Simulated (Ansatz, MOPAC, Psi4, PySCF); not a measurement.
System: CHS, net charge 0, doublet state. SMILES: [C]S
Geometry: optimised at B3LYP-D3(BJ)/def2-TZVP (Ansatz, an electronic-structure program).

Wanted: vertical electron affinity to the triplet, in eV. Terms: 6-311+G** with 5d, 6d on Na to Ar in Ansatz; each state is the SCF solution reached for its charge and spin; PM7 with its own dispersion and hydrogen-bond terms; valence correlation only; 6-31G* and kin with 6d, 5d where marked; open shells spin-unrestricted; spin-orbit terms left out; non-relativistic; no dispersion term unless named. CBS marks a two-point X^-3 extrapolation of the correlation energy; Hartree-Fock from the larger set. Ab initio and DFT rows: single points at B3LYP-D3(BJ) geometries (Ansatz). Semi-empirical rows: differences of heats of formation at the shared geometry for vertical values. Anions need diffuse functions, which STO-3G, LANL2DZ, def2-SVP, cc-pVDZ and Pople sets without + lack.

Coupled cluster (Ansatz) is a level with limits of its own, used here on species with T1 under 0.025 (0.045 for open shells) and stable references: CCSD(T)/CBS(aug-cc-pV(T+d)Z,aug-cc-pV(Q+d)Z).

Value to compare with, CCSD(T)/CBS(aug-cc-pV(T+d)Z,aug-cc-pV(Q+d)Z) (Ansatz): 0.35 eV.

| level | program | vertical electron affinity to the triplet (eV) | difference |
|---|---|---|---|
| PM6 | MOPAC | 0.27 | -0.08 |
| PM7 | MOPAC | 0.79 | 0.44 |
| HF/6-311+G** | Ansatz | -0.19 | -0.54 |
| PBE/6-31G* | Ansatz | -0.56 | -0.91 |
| B3LYP/STO-3G | Ansatz | -5.65 | -6.00 |
| B3LYP/3-21G | Ansatz | -0.63 | -0.98 |
| B3LYP/6-31G* | Ansatz | -0.50 | -0.85 |
| B3LYP/6-311+G** | Ansatz | 0.33 | -0.02 |
| wB97X-D/6-31G* | Psi4 | -0.40 | -0.75 |
| B3LYP/def2-TZVPD | Ansatz | 0.36 | 0.01 |
| M06-2X/def2-TZVPD | PySCF | 0.36 | 0.01 |
| wB97M-V/def2-TZVPD | Ansatz | 0.26 | -0.09 |

Among the 9 habitual levels, B3LYP/STO-3G lies farthest from CCSD(T)/CBS(aug-cc-pV(T+d)Z,aug-cc-pV(Q+d)Z) (Ansatz) (-6.00 eV) and B3LYP/6-311+G** nearest (-0.02); 1 of 9 lie above it, and their mean absolute difference is 1.17 eV, the median 0.75. One case shows no general order.

The levels are drawn from those run, B3LYP/6-31G* more often than the rest, none by its result; left out are runs that failed, that the program found above a lower state of the same kind, or whose <S^2> lies over 0.5 above the pure value.
